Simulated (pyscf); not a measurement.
Optimised with ωB97X-D3(BJ)/def2-SVP in PySCF.

SMILES: [I][HfH]([I])[I]
```xyz
5

I      1.1281     0.7227     0.7841
Hf    -1.1680    -0.4469     0.1883
I     -0.8788    -2.8057    -0.9700
I     -2.8563     1.1344    -1.0919
H     -1.9558    -0.7928     1.7868
```
Charge 0, spin multiplicity 1.

### Question
What is the homolytic dissociation enthalpy (298 K, ωB97M-D3(BJ)/def2-TZVP) of the Hf–I bond of I–HfH(I)–I, to I• + [I–HfH–I]•?

### Answer
Hf–I to I• + [I–HfH–I]•: 363.4 kJ/mol. The 7 functionals that were run give +343.8 (M06-2X) to +419.0 kJ/mol (ωB97X-D3(BJ)). The radicals are drawn with the spin at the cut bond; how far it spreads was not checked. Left out: the spin-orbit lowering of I, which is large for Br, Se, Te and I. Open-shell species with a d-block atom are single-reference here; other states, and whether the spin sits on metal or ligand, were not checked. Elements past Kr carry the def2 core potentials, without spin-orbit coupling.
